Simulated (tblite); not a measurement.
C6H7ClNO (doublet state).
SMILES with atom numbers: `[CH2:1]=[C:2]([CH2:3]/[C:4]=[CH:5]\[Cl:6])[C:7]([NH2:8])=[O:9]` (hydrogens: H10, H11 on C1; H12, H13 on C3; H14 on C5; H15, H16 on N8)

Computed geometry: GFN2-xTB, gas phase. This method treats the open shell by occupation alone, without spin polarisation.

(1) List the bond lengths, angles and torsions at this level.

## Answers

(1) 
```csv
bond,length (Å),order
C1=C2,1.324,double
C2–C3,1.515,single
C3–C4,1.447,single
C4=C5,1.271,double
C5–Cl6,1.839,single
C2–C7,1.500,single
C7–N8,1.352,single
C7=O9,1.213,double
C1–H10,1.077,single
C1–H11,1.078,single
"C3–H12, C3–H13",1.093,single
C5–H14,1.073,single
N8–H15,1.008,single
N8–H16,1.005,single
```

Bonds in one row agree within 0.01 Å and their mean is given. Orders are formal, as drawn. A selection of angles:
```csv
angle,degrees
C1–C2–C3,123.3
C1–C2–C7,123.1
C3–C2–C7,113.6
C2–C3–C4,108.1
C3–C4–C5,150.6
C4–C5–Cl6,123.1
C2–C7–N8,114.6
C2–C7–O9,122.1
N8–C7–O9,123.3
H15–N8–C7,118.1
H16–N8–C7,120.6
```

Dihedral angles: C1–C2–C3–C4 96° (anticlinal); C2–C3–C4–C5 -6° (synperiplanar); C3–C4–C5–Cl6 -1° (synperiplanar); C1–C2–C7–N8 -42° (synclinal). The mirror-image conformer, all signs reversed, is as good.

N8 (nitrogen bonded to C and 2 H) is almost planar (angles 120.6°, 118.4° and 118.1°, sum 357.0°, 0.11 Å off the plane of its three neighbours). C7 (carbon bonded to C, N and O) is planar (angles 123.3°, 122.1° and 114.6°, sum 360.0°, 0.01 Å off the plane of its three neighbours). C1 (carbon bonded to C and 2 H) is planar (angles 121.8°, 121.8° and 116.4°, sum 360.0°, 0.01 Å off the plane of its three neighbours). C5 (carbon bonded to C, Cl and H) is planar (angles 128.9°, 123.1° and 108.0°, sum 360.0°, 0.00 Å off the plane of its three neighbours). C4 (carbon bonded to 2 C) is bent (angle 150.6°). The 5 C–C bonds span 1.271 Å (C4=C5, drawn double) to 1.515 Å (C2–C3, drawn single), a spread of 0.244 Å. Of the pairs four or more bonds apart, O9···H12 is among the closest relative to their van der Waals radii: 2.46 Å, 91 % of the sum of Bondi's values.

Point group: C1 (no symmetry element, even within 0.4 Å). Its GFN2-xTB frequencies are all real (lowest 34 cm⁻¹). Torsions: C1–C2–C3–C4 96°, C2–C3–C4–C5 -6°, C1–C2–C7–N8 -42°, C2–C7–N8–H -175° and -15°. 3 starts were optimised and ended at 0.00, 0.37 and 3.13 kcal/mol (GFN2-xTB); the lowest of these is shown.
